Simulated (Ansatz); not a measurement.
Coupled-cluster diagnostics for Cu₂S₂ (the lowest singlet isomer of a short search), Ansatz.

Geometry of the singlet (r2SCAN-D4/def2-SVP):

```xyz
4

Cu   -0.559    0.899    0.714
Cu    0.520   -0.667   -0.956
S    -1.496   -0.761   -0.252
S     1.535    0.530    0.494
```

Correlated methods freeze 28 core orbitals. At PBE0-D4/def2-TZVP a triplet of charge 0 lies 0.09 eV below the restricted singlet, each at its own geometry. The structure comes from a short search, and lower isomers may exist.

Estimate the CCSD(T) correlation energy, the shares of MP2 and (T), T1 and the reference's ⟨S²⟩ for: charge 0, singlet, own geometry in def2-TZVPP; and the rough time on 4 threads of Arm Neoverse V1 on a shared host.


| state | basis | correlation (eV) | MP2 share (%) | (T) share (%) | T1 | ⟨S²⟩ (pure) | wall time | remarks |
| --- | --- | --- | --- | --- | --- | --- | --- | --- |
| charge 0, singlet, own geometry | def2-TZVPP | -37.618 | 105.2 | 6.2 | 0.033 | 0.00 (0.00) | 94 s | restricted SCF unstable |
Customary marks for T1 are 0.02 (closed shells), 0.045 (open shells) and about 0.05 (3d metals). T1 exceeds 0.02 in 1 of 1 rows and 0.045 in 0; the higher it lies, the less the single-reference result can be trusted.
